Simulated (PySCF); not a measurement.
# Zr²⁰⁺ (zirconium, charge +20): UHF calculation

Configuration: [Ar] 3d2, high-spin 3F determinant. All numbers are calculated (PySCF 2.14, the non-relativistic Hamiltonian (point nucleus), in an even-tempered Gaussian basis (17 s from 2.1 bohr⁻², ratio 2.5; 11 p from 2.7 bohr⁻², ratio 2.5; 8 d from 2.7 bohr⁻², ratio 2.5; 4 f from 9.4 bohr⁻², ratio 2.7; 3 g from 14 bohr⁻², ratio 2.7)).

```
Total energy                                     : -3314.003628 hartree
One-electron energy                              : -4009.3942 hartree
Hartree (Coulomb) energy                         : 782.2997 hartree
Exchange energy                                  : -86.9091 hartree
Kinetic energy                                   : 3314.02253 hartree
⟨S²⟩                                             : 2.0006
⟨L²⟩                                             : 12.006
Sum of ⟨r⟩                                       : 5.377 bohr
Sum of ⟨r²⟩                                      : 2.168 bohr²
Density at the nucleus (Gaussians lack the cusp) : 44100 bohr⁻³
Spin density at the nucleus                      : -0.868 bohr⁻³
```

```csv
shell,electrons,mean orbital energy (hartree),"rms radius, mean of both spins (bohr)"
1s α,1,-678.57710,0.0441
1s β,1,-678.57232,0.0441
2s α,1,-118.98474,0.180
2s β,1,-118.68304,0.180
2p α,3,-111.20261,0.157
2p β,3,-110.91665,0.157
3s α,1,-39.19317,0.457
3s β,1,-38.83148,0.457
3p α,3,-36.18206,0.448
3p β,3,-35.71720,0.448
3d α,2,-31.85780,0.405
```

A non-relativistic calculation at this Z misses sizeable relativistic shifts. Spin-orbit coupling, absent here, splits the open shell strongly.

Spin-orbit constants ζ (cm⁻¹) from the X2C one-electron operator on these orbitals (non-relativistic here): bare nucleus, nucleus screened by l(l+1)(2l+1)/3 electrons, and screened by the Breit-Pauli mean field of the electrons.

```csv
shell,bare,screened nucleus,mean field
2p,430900,409400,399000
3p,85620,81340,79140
3d,14560,10920,10750
```

To first order the Landé constant is A = 5373 cm⁻¹, so the lowest level has J = 2 and lies 2.66 eV below the centre of the term. This holds in LS coupling only.
